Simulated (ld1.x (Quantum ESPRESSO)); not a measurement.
**hydrogen (H), TM semilocal: configuration errors across variants**

| Quantity | Value |
| --- | --- |
| Element | hydrogen |
| Generator | ld1.x (Quantum ESPRESSO) 7.5 |
| Type | norm-conserving Troullier–Martins (semilocal form) |
| Functional | LDA (PZ) |
| Relativity | non-relativistic |
| Frozen core | none |
| Valence charge | 1 |
| Reference configuration | 1s1 |
| Partial waves | 2p channel at 0.05 Ry: rc 0.80 bohr; 1s (bound): rc 0.80 bohr |
| Local potential | the s channel |
| Core correction | none |

All-electron excitation energies from the reference (eV): (1) 1s0.5 4.645; (2) 1s1 spin -0.897; (3) 1s0.5 spin 4.258.

Spin tests fill each open shell by Hund’s rule, majority spin first.

A semilocal file is local in each channel, so a ghost entry of none says nothing of the separable form that plane-wave codes build from it.

Errors AE − PS in meV (a dash: test not solved or not reliable):

| change | (1) | (2) | (3) | bound ghosts |
| --- | --- | --- | --- | --- |
| base | +0.1 | -0.8 | -0.3 | none |
| all radii scaled by about 0.77 (s 0.62, p 0.62 bohr) | 0.0 | -0.3 | -0.1 | none |
| all radii scaled by about 0.85 (s 0.68, p 0.68 bohr) | +0.1 | -0.4 | -0.2 | none |
| all radii scaled by about 0.95 (s 0.76, p 0.76 bohr) | +0.1 | -0.6 | -0.3 | none |
| all radii scaled by about 1.10 (s 0.88, p 0.88 bohr) | +0.2 | -1.2 | -0.5 | none |
| all radii scaled by about 1.30 (s 1.04, p 1.04 bohr) | +0.6 | -2.4 | -0.9 | none |
| all radii scaled by about 1.35 (s 1.08, p 1.08 bohr) | +0.7 | -2.6 | -1.0 | none |

**Question.** Give the same row for: all radii scaled by about 1.17 (s 0.94, p 0.94 bohr).

**Answer.** +0.4, -1.6, -0.7; bound ghosts: none.
